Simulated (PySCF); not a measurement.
[PdH5]-: one-bond stretch

These are results of PBE0/[Pd def2-TZVPD with ECP28, H def2-TZVPD], scalar-relativistic core potentials, density fitting, no spin–orbit coupling, PySCF, not measurements.

Rigid scan from the singlet minimum (H–H 0.860 Å, Pd–H 1.562 Å, Pd–H 1.645 Å (×2), Pd–H 1.728 Å (×2); H–H–Pd 75.6° (×2), H–Pd–H 28.8°, H–Pd–H 82.0° (×2), H–Pd–H 83.6° (×2), H–Pd–H 110.8° (×2), H–Pd–H 165.6° (×2), H–Pd–H 167.2°). Coordinate: the bond from Pd to the last atom (H) scaled, the rest fixed. Energies in kJ/mol from the minimum.

```tsv
scale of one bond	E (kJ/mol)	dipole size (D, about the centre of mass)
0.92	10.0	2.20
0.96	2.3	2.19
1.00	0.0	2.17
1.05	3.3	2.13
1.12	17.7	2.04
1.20	45.3	1.88
1.35	118.2	1.41
1.55	226.4	–
1.80	338.3	–
2.20	446.3	–
```

At long bonds a restricted determinant can lie too high, and another spin state can fall below this curve.

Other isomers or separated fragments may lie lower.

The scan took 12 s on 2 threads of a shared Arm Neoverse V1 host; the process peaked at 1.3 GiB.
